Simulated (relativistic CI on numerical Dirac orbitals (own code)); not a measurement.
# Electric-dipole lines of Pb⁶⁶⁺

Method of calculation: Dirac-Coulomb-Breit CI, KLI orbitals optimised for each configuration, QED by a radiative potential, unscaled Slater integrals (own radial code, finite nucleus).

Configuration list (outside the closed core [Ne]): 3s2.3p4, 3s2.3p3.3d, 3s.3p5, 3p6, 3s.3p4.3d, 3s.3p3.3d2, 3p5.3d, 3s2.3p2.3d.4p, 3s2.3p3.4s, 3s.3p3.3d.4s, 3p5.4s, 3s2.3p3.4p, 3p5.4p, 3s2.3p3.4d, 3s2.3p3.4f, 3s.3p4.4s, 3p4.3d.4p, 3s.3p4.4p, 3s.3p4.4d, 3s.3p4.4f, 3s2.3p3.5s, 3s2.3p3.5p, 3s2.3p2.4s.4p, 3s2.3p3.5d, 3s2.3p3.5f, 3s2.3p3.5g, 3s.3p3.4s2, 3s.3p4.5s, 3s2.3p2.3d2, 3s2.3p.3d3, 3s.3p2.3d3, 3s2.3p.3d2.4s, 3s2.3p.3d2.4p, 3s2.3p.3d2.4d, 3p4.3d2, 3p3.3d3, 3p3.3d2.4s, 3p3.3d2.4p, 3p3.3d2.4d, 3s2.3p2.3d.4s, 3s.3p2.3d2.4s, 3s2.3p.3d.4s2, 3s2.3p.3d.4s.4p, 3s2.3p.3d.4s.4d, 3p4.3d.4s, 3p3.3d.4s2, 3p3.3d.4s.4p, 3p3.3d.4s.4d, 3s2.3p2.4s2, 3s.3p2.3d.4s2, 3s2.3p.4s2.4p, 3s2.3p.4s2.4d, 3s2.3p2.4p2, 3s2.3p.3d.4p2, 3s.3p2.3d.4p2, 3s2.3p.4s.4p2, 3s2.3p.4p3, 3s2.3p.4p2.4d, 3s.3p3.4s.4p, 3s.3p2.3d.4s.4p, 3s.3p2.4s2.4p, 3s.3p2.4s.4p2, 3s.3p2.4s.4p.4d. Double excitations out of closed p, d and f shells are left out; levels of such configurations are missing from the list, as are those of other unlisted configurations, and high levels can miss mixing partners. These lack a partner that the ground configuration has and come out too high: 3s2.3p3.4f, 3s.3p4.4p, 3s.3p4.4d, 3s.3p4.4f, 3s2.3p3.5s.

```tsv
λ vac (nm)	Lower	Upper	A (s⁻¹)	E lower (eV)	E upper (eV)
1.3579	3s2.3p3.3d 3D°_2 [3]	3s2.3p2.3d2 3D_1 [66]	9.54e+12	268.24	1181.27
1.3587	3s2.3p2.3d2 3F_3 [15]	3s2.3p.3d3 3F°_3 [187]	4.80e+12	688.39	1600.94
1.3601	3s2.3p2.3d2 1G_4 [17]	3s2.3p.3d3 3D°_3 [197]	1.18e+13	706.64	1618.25
1.3664	3s2.3p2.3d2 3F_3 [15]	3s2.3p.3d3 3D°_2 [186]	1.16e+13	688.39	1595.77
1.3683	3s2.3p3.3d 3F°_3 [6]	3s2.3p2.3d2 3D_2 [67]	1.15e+13	278.75	1184.89
1.3701	3s2.3p3.3d 3D°_3 [9]	3s2.3p2.3d2 3P_2 [111]	1.27e+13	431.96	1336.86
1.3702	3s2.3p2.3d2 1G_4 [17]	3s2.3p.3d3 3F°_4 [191]	1.06e+13	706.64	1611.50
1.3707	3s2.3p3.3d 3F°_4 [7]	3s2.3p2.3d2 3D_3 [101]	1.20e+13	401.91	1306.46
1.3725	3s2.3p2.3d2 3F_4 [24]	3s2.3p.3d3 3F°_3 [240]	9.10e+12	838.44	1741.79
1.3752	3s2.3p3.3d 5D°_4 [35]	3s2.3p2.3d2 5P_3 [293]	9.94e+12	959.73	1861.27
1.3760	3s2.3p3.3d 3F°_3 [6]	3s2.3p2.3d2 3F_3 [65]	1.43e+13	278.75	1179.77
1.3766	3s2.3p3.3d 3D°_2 [3]	3s2.3p2.3d2 3F_2 [62]	6.59e+12	268.24	1168.87
1.3779	3s2.3p2.3d2 3P_2 [16]	3s2.3p.3d3 3F°_3 [187]	5.48e+12	701.10	1600.94
1.3783	3s2.3p2.3d2 3F_4 [24]	3s2.3p.3d3 3G°_5 [238]	8.86e+12	838.44	1737.99
1.3792	3s2.3p3.3d 3D°_2 [8]	3s2.3p2.3d2 3P_1 [102]	1.26e+13	410.93	1309.91
1.3809	3s2.3p4 3P_2 [1]	3s2.3p3.3d 3S°_1 [32]	1.03e+13	0.00	897.82
1.3811	3s2.3p2.3d2 3F_4 [24]	3s2.3p.3d3 3F°_4 [237]	1.07e+13	838.44	1736.15
1.3816	3s2.3p3.3d 3D°_1 [10]	3s2.3p2.3d2 1D_2 [113]	9.45e+12	445.55	1342.95
1.3867	3s2.3p3.3d 3D°_3 [9]	3s2.3p2.3d2 3F_4 [108]	7.73e+12	431.96	1326.07
1.3871	3s2.3p3.3d 3D°_3 [9]	3s2.3p2.3d2 3F_3 [107]	8.91e+12	431.96	1325.79
1.3875	3s2.3p3.3d 3G°_4 [26]	3s2.3p2.3d2 3G_4 [241]	5.60e+12	848.44	1742.04
1.3893	3s2.3p3.3d 3D°_2 [8]	3s2.3p2.3d2 1D_2 [100]	7.93e+12	410.93	1303.37
1.3901	3s2.3p3.3d 3F°_4 [7]	3s2.3p2.3d2 3F_4 [97]	1.13e+13	401.91	1293.83
1.3905	3s2.3p3.3d 3D°_2 [8]	3s2.3p2.3d2 3F_3 [99]	6.83e+12	410.93	1302.60
1.3927	3s2.3p4 3P_2 [1]	3s2.3p3.3d 3D°_2 [31]	9.67e+12	0.00	890.22
1.3944	3s2.3p4 1S_0 [2]	3s2.3p3.3d 3D°_1 [33]	9.21e+12	22.94	912.07
1.3959	3s2.3p3.3d 3D°_1 [10]	3s2.3p2.3d2 3D_1 [110]	9.74e+12	445.55	1333.78
1.3992	3s2.3p3.3d 3F°_4 [7]	3s2.3p2.3d2 1H_5 [94]	3.52e+12	401.91	1288.04
1.4069	3s2.3p3.3d 3F°_4 [7]	3s2.3p2.3d2 3H_5 [93]	2.86e+12	401.91	1283.17
1.4079	3s2.3p4 3P_2 [1]	3s2.3p3.3d 3D°_3 [30]	6.44e+12	0.00	880.66
1.4086	3s2.3p2.3d2 3F_2 [11]	3s2.3p.3d3 3F°_2 [131]	9.53e+12	548.50	1428.71
1.4262	3s2.3p4 1D_2 [14]	3s2.3p3.3d 1F°_3 [141]	4.83e+12	584.65	1453.96
1.4386	3s2.3p2.3d2 3F_3 [15]	3s2.3p.3d3 5G°_3 [175]	4.27e+12	688.39	1550.23
1.4435	3s2.3p3.3d 3D°_2 [3]	3s.3p4.3d 3D_2 [59]	4.02e+12	268.24	1127.15
1.4540	3s2.3p3.3d 3D°_2 [3]	3s2.3p2.3d2 5G_3 [56]	3.35e+12	268.24	1120.97
1.4583	3s2.3p2.3d2 1G_4 [17]	3s2.3p.3d3 3I°_5 [179]	4.12e+12	706.64	1556.83
1.4609	3s2.3p3.3d 3D°_1 [4]	3s.3p4.3d 3D_2 [59]	3.94e+12	278.45	1127.15
1.4639	3s2.3p3.3d 3F°_3 [6]	3s2.3p2.3d2 3H_4 [58]	1.99e+12	278.75	1125.72
1.5043	3s2.3p2.3d2 3F_2 [11]	3s.3p3.3d2 3G°_3 [118]	6.21e+12	548.50	1372.68
1.5348	3s2.3p2.3d2 1G_4 [17]	3s.3p3.3d2 3G°_5 [165]	3.20e+12	706.64	1514.48
1.5673	3s2.3p4 3P_2 [1]	3s.3p5 3P°_2 [19]	1.92e+12	0.00	791.07
2.8441	3s2.3p4 1D_2 [14]	3s2.3p3.3d 1F°_3 [44]	1.07e+12	584.65	1020.58
2.8703	3s2.3p4 3P_2 [1]	3s2.3p3.3d 3D°_3 [9]	8.65e+11	0.00	431.96
2.8975	3s2.3p3.3d 3F°_3 [6]	3s2.3p2.3d2 1G_4 [17]	5.16e+11	278.75	706.64
3.0502	3s2.3p3.3d 3D°_3 [9]	3s2.3p2.3d2 3F_4 [24]	6.35e+11	431.96	838.44
```

Terms are leading LS components. Brackets give the number of a level in order of energy, since labels repeat. The list gives strong lines, with weight on those to low levels, without lines whose two gauges differ by over a factor of 2.5, among the lowest 400 of 10362 levels, so that lines to higher ones, which can be the strongest, are missing. Levels whose partners in the same complex of configurations lie outside the list can be far off, and so can their lines. Rates are taken at the computed energies, electric ones in the length gauge.

At this charge energies of transitions that change n are usually good to better than 1 %, and those within a shell (Δn = 0) to a few per cent.

LS names give the leading component of a level, which can be under half, so a name can repeat, a term be missing and a line seem to break the LS rules.
